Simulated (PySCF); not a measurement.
Be(Br)(OSiH3) (BeBrH3OSi), SMILES [Be]([O][SiH3])[Br].

The structure is a stationary point at B3LYP-D3(BJ)/def2-SVP. The values are those of a single conformer.

These are PySCF 2.14.0 with B3LYP-D3(BJ)/def2-SVP values and carry that method's errors.

Frequencies are harmonic and unscaled.

Modes within 1.5 cm⁻¹ of each other (mostly degenerate sets) share a row, with their intensities summed.

Computed normal modes with their intensities:
```tsv
mode	ν (cm⁻¹)	IR (km/mol)	Raman (Å⁴/amu)	depolarisation	moving atoms (share of kinetic energy)
1–2	58	0.1	0.8	0.75	O 56 %, Be 14 %, H 13 %, Si 13 %
3	295	8.5	5.9	0.20	Si 43 %, Br 39 %, O 12 %
4–5	318	91.1	0.1	–	Be 79 %, O 18 %
6–7	740	131.2	21.8	0.75	H 84 %, Si 9 %
8	875	14.4	2.8	0.57	O 40 %, Be 30 %, Si 23 %
9–10	960	173.4	53.7	0.75	H 96 %
11	1000	489.8	22.7	0.74	H 87 %, Si 12 %
12	1474	935.2	2.9	0.10	Be 62 %, O 36 %
13–14	2230	309.3	181.8	0.75	H 96 %
15	2233	75.8	244.7	0.01	H 99 %
```
